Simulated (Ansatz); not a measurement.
F$_{2}$GeH$_{2}$O, SMILES `[OH][GeH]([F])[F]` from Hartree–Fock to CCSD(T)

```xyz
6

O    -0.9935   -0.6984    0.6844
Ge    0.0591    0.3521   -0.2220
F     0.7713   -0.5321   -1.5145
F     1.4056    0.7900    0.7550
H    -0.5605   -1.4865    1.0245
H    -0.6819    1.5748   -0.7274
```

The species carries charge 0 and has multiplicity 1. Correlated methods include outer-core shells of Ge, which these sets cover unevenly. Scalar relativity is left out up to krypton. The geometry is a stationary point of PBE0-D4/def2-TZVP. It is one conformer, not always the lowest. Frozen core, restricted reference, Ansatz.

```tsv
basis	HF (Eh)	MP2 corr.
def2-SVP	-2349.88723	-0.78756
def2-TZVPP	-2350.51508	-0.99205
def2-QZVPP	-2350.57122	-1.32346
```

**Question.** Estimate the CCSD correlation energy and the (T) correction in each basis where they were run (hartree).

**Answer.** 
```csv
basis,CCSD corr.,(T)
def2-SVP,-0.79101,-0.01548
def2-TZVPP,-0.99176,-0.03148
```
